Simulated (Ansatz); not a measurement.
C2H4GeN2, SMILES N#C/N=[CH]\[GeH3].

The structure is a stationary point at PBE0-D3(BJ)/def2-SVP. The structure was generated by enumeration; whether it is a known compound was not checked.

Two levels are set side by side: PBE/def2-SVPD (Ansatz, an electronic-structure program) and CAM-B3LYP/def2-SVPD (Ansatz). Energy differences of separate SCF runs at the same geometry; the states with an electron removed or added have multiplicity 2 and 2. Differences are taken from unrounded values.

```tsv
quantity	CAM-B3LYP
vertical ionisation energy (eV)	10.19
vertical electron affinity (eV)	0.73
vertical singlet–triplet gap (eV)	3.09
```

Question: What does PBE give, and how far is it from CAM-B3LYP? (An estimate is asked for; the answer gives what the named calculation found.)

Answer: 
```json
[
 {"quantity": "vertical ionisation energy (eV)", "PBE": "9.78", "PBE minus CAM-B3LYP": "-0.41"},
 {"quantity": "vertical electron affinity (eV)", "PBE": "0.68", "PBE minus CAM-B3LYP": "-0.04"},
 {"quantity": "vertical singlet–triplet gap (eV)", "PBE": "2.89", "PBE minus CAM-B3LYP": "-0.19"}
]
```
